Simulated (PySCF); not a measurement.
Compound: C₉H₈ (charge +1 and doublet state).
Cartesian coordinates in Å at the GFN2-xTB level; atoms count from 1:
```xyz
17
C9H8 angstrom
C      3.576   -1.275    0.056
C      2.491   -0.737    0.101
C      1.245   -0.108    0.150
C      1.177    1.308   -0.048
C     -0.045    1.946   -0.005
C     -1.197    1.211    0.233
C     -1.150   -0.202    0.431
C     -2.408   -0.929    0.676
C      0.079   -0.840    0.386
H      4.519   -1.746    0.019
H      2.091    1.855   -0.229
H     -0.106    3.013   -0.154
H     -2.156    1.708    0.271
H     -2.906   -0.535    1.567
H     -2.251   -1.997    0.795
H     -3.113   -0.753   -0.142
H      0.146   -1.908    0.532
```

As a line formula: `[CH+]=[C]c1cccc(C)c1` [radical] (charge +1).

Computed, not measured: UKS B3LYP, pcH-1 on C H, non-relativistic, mean-field spin-orbit, GIAO in PySCF 2.14.0. Geometry: GFN2-xTB; no solvent, vibrations or thermal averaging. The geometry wasn't refined by DFT: couplings that depend on bond lengths, twists or pyramidal angles can differ widely from those at the functional's own minimum, by a factor of two or more for some ions and for spin on atoms past the first row. No stability test was run, so a lower SCF solution isn't excluded.

Task: What is the g tensor, term by term?

Result: 
```json
{"Δg (ppm)": "relativistic mass correction", "1": "-140", "2": "-140", "3": "-140"}
{"Δg (ppm)": "gauge correction", "1": "-1", "2": "30", "3": "33"}
{"Δg (ppm)": "orbital Zeeman/spin–orbit", "1": "-2", "2": "632", "3": "1575"}
{"Δg (ppm)": "total", "1": "-144", "2": "521", "3": "1467"}
```

So g = 2.00218, 2.00284, 2.00379 and g_iso = 2.00293; the tensor is rhombic: the two nearest values differ by 41 % of g3 − g1. Axes: g3 points within 12° of the C4–C5 bond.

Task: What effective moment and Curie constant follow for a powder?

Result: With the mean of g² = 4.0117 and S(S+1) = 0.75: μ_eff = √(⟨g²⟩S(S+1)) = 1.735 μB and χT = 0.12505·⟨g²⟩·S(S+1) = 0.376 cm³ K/mol (cgs; spin-Hamiltonian part alone).

Task: At 94.451 GHz, how far is the centre of the isotropic spectrum from where a free electron (g = 2.002319) resonates?

Result: B = hν/(g μB) with μB/h = 13.99624 MHz/mT gives 3370.25 mT for the free electron and 3369.21 mT at g_iso, 1.03 mT lower.

Task: In a frozen sample, at which fields do the three g values resonate at 9.5, 34, 94 and 263 GHz (hyperfine left aside), and which band first spreads them over more than twice a line width of 0.3 mT?

Result: 
```
band    GHz  B(g3) mT  B(g2) mT  B(g1) mT  spread mT
   X    9.5    338.74    338.90    339.01       0.27
   Q   34.0   1212.32   1212.89   1213.29       0.98
   W   94.0   3351.70   3353.28   3354.39       2.70
   J  263.0   9377.62   9382.05   9385.17       7.55
```

The spread grows in proportion to the frequency. Q band is the first where it exceeds 0.6 mT.

Largest spin populations (Mulliken): C6 (+0.36), C1 (+0.35), C4 (+0.25) and C3 (+0.20). Four atoms exceed +0.15.

The HOMO–LUMO gaps are 5.35 eV among the α and 1.91 eV among the β orbitals.

The SMILES draws the unpaired electron on C2; the largest computed Mulliken spin population is on C6 (0.36 against -0.04).
